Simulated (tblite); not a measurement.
Compound: C5H13AlOSi.
Numbering: `[AlH3-:1][O+:2]1[C@@H:3]2[CH2:4][CH2:5][C@H:6]1[SiH2:7][CH2:8]2` (hydrogens: H9, H10, H11 on Al1; H12 on C3; H13, H14 on C4; H15, H16 on C5; H17 on C6; H18, H19 on Si7; H20, H21 on C8)

Computed with GFN2-xTB (tblite), gas phase: L-BFGS steps from a force-field or distance-geometry start until the largest atomic force falls under 0.01 eV/Å.

Step 77: E = -659.8813 eV
```
atom  x, y, z in Å  |  force x, y, z in eV/Å
Al1     2.4740   -0.8636   -0.3643   -0.006   0.010   0.023
O2      0.8071   -0.2757    0.1138    0.003  -0.018  -0.004
C3      0.1018    0.1850    1.2541   -0.002  -0.010  -0.004
C4     -1.1495   -0.7108    1.2816   -0.009   0.035   0.016
C5     -1.2921   -1.1550   -0.1866   -0.008   0.004   0.036
C6     -0.2295   -0.3036   -0.8768    0.004  -0.011   0.002
Si7    -0.7029    1.5512   -0.8919    0.002   0.018  -0.004
C8     -0.2714    1.6428    0.9691    0.005  -0.001  -0.001
H9      3.0554   -0.9300    1.1051    0.009   0.002  -0.026
H10     2.9193    0.3272   -1.3095   -0.011  -0.004   0.001
H11     2.1050   -2.2154   -1.1022    0.003  -0.011   0.037
H12     0.7471    0.0724    2.1276    0.002  -0.019  -0.012
H13    -1.0117   -1.5616    1.9497    0.003   0.031  -0.059
H14    -2.0179   -0.1456    1.6159   -0.014  -0.027   0.042
H15    -2.2902   -0.9734   -0.5822    0.009  -0.025  -0.012
H16    -1.0587   -2.2158   -0.2930    0.002   0.019  -0.004
H17     0.1803   -0.7500   -1.7811    0.007   0.007  -0.020
H18     0.2090    2.3156   -1.7313   -0.013   0.023  -0.012
H19    -2.1198    1.7535   -1.2018    0.012  -0.005   0.012
H20    -1.0586    1.9884    1.6344   -0.035  -0.009  -0.012
H21     0.5943    2.2815    1.1407    0.035  -0.009   0.000
```

Step 78: E = -659.8818 eV
```
atom  x, y, z in Å  |  force x, y, z in eV/Å
Al1     2.4708   -0.8608   -0.3666   -0.004  -0.010   0.010
O2      0.8062   -0.2763    0.1172    0.009  -0.018   0.006
C3      0.0996    0.1838    1.2567    0.001   0.009  -0.005
C4     -1.1530   -0.7107    1.2815    0.013   0.039   0.016
C5     -1.2906   -1.1564   -0.1861   -0.009   0.011   0.011
C6     -0.2286   -0.3038   -0.8749    0.022  -0.006   0.000
Si7    -0.6993    1.5517   -0.8913    0.009   0.004   0.012
C8     -0.2709    1.6426    0.9703    0.018  -0.014   0.020
H9      3.0589   -0.9206    1.0991    0.015   0.004  -0.016
H10     2.9070    0.3263   -1.3204   -0.009   0.000   0.001
H11     2.1019   -2.2174   -1.0975    0.005  -0.005   0.040
H12     0.7446    0.0700    2.1310   -0.015  -0.015  -0.025
H13    -1.0161   -1.5616    1.9489   -0.002   0.022  -0.041
H14    -2.0219   -0.1449    1.6139   -0.011  -0.029   0.037
H15    -2.2868   -0.9777   -0.5856   -0.020  -0.019  -0.016
H16    -1.0547   -2.2163   -0.2926    0.006   0.009   0.004
H17     0.1845   -0.7491   -1.7783    0.000   0.003  -0.023
H18     0.2134    2.3156   -1.7285   -0.002   0.029  -0.021
H19    -2.1141    1.7539   -1.2032   -0.018   0.000   0.006
H20    -1.0572    1.9905    1.6357   -0.031  -0.009  -0.017
H21     0.5974    2.2781    1.1419    0.025  -0.007   0.002
```

Step 79: E = -659.8822 eV
```
atom  x, y, z in Å  |  force x, y, z in eV/Å
Al1     2.4669   -0.8626   -0.3705   -0.005  -0.022  -0.005
O2      0.8069   -0.2736    0.1219    0.013  -0.014   0.007
C3      0.0973    0.1849    1.2601    0.001   0.023  -0.005
C4     -1.1547   -0.7104    1.2817    0.022   0.033   0.000
C5     -1.2866   -1.1572   -0.1859   -0.006   0.018  -0.017
C6     -0.2254   -0.3021   -0.8725    0.026   0.003  -0.004
Si7    -0.6966    1.5535   -0.8897    0.015  -0.004   0.019
C8     -0.2740    1.6440    0.9733    0.029  -0.005   0.039
H9      3.0646   -0.9140    1.0904    0.020   0.006  -0.008
H10     2.8965    0.3169   -1.3377   -0.012  -0.002   0.007
H11     2.0919   -2.2252   -1.0902    0.008   0.005   0.045
H12     0.7418    0.0710    2.1353   -0.025  -0.012  -0.027
H13    -1.0175   -1.5617    1.9473   -0.002   0.006  -0.016
H14    -2.0259   -0.1472    1.6123   -0.007  -0.024   0.033
H15    -2.2815   -0.9828   -0.5895   -0.035  -0.013  -0.015
H16    -1.0460   -2.2159   -0.2931    0.006   0.003   0.015
H17     0.1917   -0.7452   -1.7755   -0.009   0.000  -0.018
H18     0.2187    2.3184   -1.7230    0.000   0.030  -0.023
H19    -2.1095    1.7555   -1.2073   -0.031   0.002   0.005
H20    -1.0625    1.9914    1.6372   -0.008  -0.015  -0.033
H21     0.5952    2.2794    1.1468   -0.001  -0.017   0.002
```

Step 80: E = -659.8827 eV
```
atom  x, y, z in Å  |  force x, y, z in eV/Å
Al1     2.4646   -0.8598   -0.3729    0.001  -0.029  -0.016
O2      0.8063   -0.2758    0.1259    0.008  -0.005   0.007
C3      0.0951    0.1836    1.2627    0.003   0.027  -0.007
C4     -1.1583   -0.7091    1.2817    0.017   0.008  -0.016
C5     -1.2861   -1.1580   -0.1854   -0.002   0.023  -0.047
C6     -0.2239   -0.3028   -0.8704    0.020   0.017  -0.013
Si7    -0.6926    1.5536   -0.8885    0.016  -0.009   0.020
C8     -0.2724    1.6433    0.9754    0.030   0.000   0.029
H9      3.0708   -0.9036    1.0823    0.027   0.008   0.012
H10     2.8844    0.3165   -1.3479   -0.012   0.001   0.004
H11     2.0903   -2.2270   -1.0825    0.006  -0.001   0.037
H12     0.7386    0.0672    2.1378   -0.026  -0.007  -0.014
H13    -1.0233   -1.5614    1.9453    0.002  -0.006   0.010
H14    -2.0308   -0.1473    1.6111    0.000  -0.014   0.027
H15    -2.2798   -0.9876   -0.5933   -0.039  -0.003  -0.010
H16    -1.0424   -2.2160   -0.2925    0.006  -0.001   0.026
H17     0.1949   -0.7442   -1.7736   -0.012  -0.006  -0.012
H18     0.2226    2.3193   -1.7216    0.000   0.025  -0.019
H19    -2.1046    1.7566   -1.2083   -0.037   0.002   0.005
H20    -1.0616    1.9939    1.6375    0.005  -0.019  -0.033
H21     0.5993    2.2755    1.1483   -0.010  -0.012   0.009
```

Task: Estimate the geometry and energy of step 81. (The exact step hangs on the optimiser's Hessian estimate; all steps are aligned on step 80, rigid shifts and turns removed.)

Result: E = -659.8833 eV, largest force 0.061 eV/Å
```
atom  x, y, z in Å  |  force x, y, z in eV/Å
Al1     2.4608   -0.8636   -0.3802   -0.001  -0.023  -0.017
O2      0.8084   -0.2727    0.1332    0.005  -0.001  -0.005
C3      0.0923    0.1855    1.2677    0.000   0.016  -0.009
C4     -1.1608   -0.7078    1.2815    0.003  -0.013  -0.036
C5     -1.2811   -1.1585   -0.1862    0.000   0.022  -0.057
C6     -0.2181   -0.3002   -0.8668    0.006   0.022  -0.020
Si7    -0.6879    1.5559   -0.8854    0.011   0.000   0.011
C8     -0.2760    1.6447    0.9812    0.021   0.011   0.007
H9      3.0846   -0.8922    1.0673    0.028   0.009   0.014
H10     2.8699    0.3033   -1.3740   -0.021  -0.011   0.015
H11     2.0778   -2.2392   -1.0695    0.008   0.004   0.035
H12     0.7331    0.0673    2.1439   -0.021  -0.002   0.003
H13    -1.0285   -1.5609    1.9440    0.010  -0.014   0.027
H14    -2.0368   -0.1493    1.6076    0.013  -0.005   0.019
H15    -2.2741   -0.9946   -0.5993   -0.026   0.009  -0.004
H16    -1.0317   -2.2156   -0.2923    0.005   0.006   0.034
H17     0.2039   -0.7391   -1.7701   -0.013  -0.007  -0.003
H18     0.2309    2.3232   -1.7146   -0.012   0.015  -0.007
H19    -2.0991    1.7588   -1.2129   -0.021  -0.001   0.011
H20    -1.0706    1.9937    1.6383    0.024  -0.024  -0.035
H21     0.5941    2.2783    1.1575   -0.018  -0.013   0.016
```

The energy changes by -0.0005 eV. The first-order estimate −F·Δx gives -0.0008 eV and the mean of the old and new forces, exact on a quadratic surface, -0.0005 eV. The step makes an angle of 84° with the force vector and moves no atom by more than 0.033 Å.

What follows is the cost of the whole relaxation. The run took 1.1 s wall on an Arm Neoverse V1 with one thread, on a shared host.
